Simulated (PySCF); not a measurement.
CH₃Cl₂NSi₂, SMILES Cl[Si]1(Cl)N=C[SiH2]1.

Geometry optimised at B3LYP-D3(BJ)/def2-SVP. The structure was generated by enumeration, and PubChem lists no compound with its InChIKey, so it may never have been made.

Two levels are set side by side: TDA-PBE/def2-SVPD (PySCF) and TDA-CAM-B3LYP/def2-SVPD (PySCF). Vertical, same geometry. The lowest singlet is HOMO→LUMO 98 % with PBE and HOMO→LUMO 97 % with the other functional; states are paired by order. Differences are taken from unrounded values.

```tsv
quantity	TDA-CAM-B3LYP	TDA-PBE	TDA-PBE minus TDA-CAM-B3LYP
lowest singlet excitation (eV)	3.79	3.53	-0.26
lowest triplet excitation (TDA) (eV)	3.03	2.82	-0.21
```

Functionals without exact exchange tend to place singlet excitations lower, as here. Differences between two approximate levels are no errors against the true value.

Rough cost on one machine, each run with all the roots and properties that it gave: TDA-CAM-B3LYP against TDA-PBE about 4 times.
